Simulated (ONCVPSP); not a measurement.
oxygen: excitation energies, all-electron against ONCV

* Element: oxygen
* Generator: ONCVPSP 4.0.1
* Type: optimised norm-conserving Vanderbilt (ONCV)
* Functional: PBEsol
* Relativity: scalar-relativistic
* Frozen core: [He]
* Valence charge: 6
* Reference configuration: 2s2 2p3 (charge +1)
* Partial waves: 2s: rc 0.90 bohr, ncon 3, nbas 8, qcut 5.8 1/bohr, 2 projectors, debl 1.8 Ha; 2p: rc 1.40 bohr, ncon 5, nbas 8, qcut 10.6 1/bohr, 2 projectors, debl 1 Ha; d scattering state at 0.31 Ha: rc 1.50 bohr, ncon 5, nbas 8, qcut 5.9 1/bohr, 2 projectors, debl 0.7 Ha
* Local potential: polynomial inside 0.60 bohr (lpopt 5, dvloc0 6 Ha)
* Core correction: none

Energies are relative to the spin-unpolarised reference configuration 2s2 2p3; without spin polarisation the order of configurations can differ from experiment.

| valence configuration | charge | ΔE all-electron (eV) | error AE − PS (meV) |
| --- | --- | --- | --- |
| 2s2 2p4 | 0 | -16.360 | +15 |
| 2s2 2p2 | +2 | 33.478 | +48 |
| 2s1 2p5 | 0 | -1.505 | +95 |

What are ΔE and the potential's error for 2s2 2p1?

ΔE = 87.185 eV all-electron; the error (AE − PS) is +324 meV.
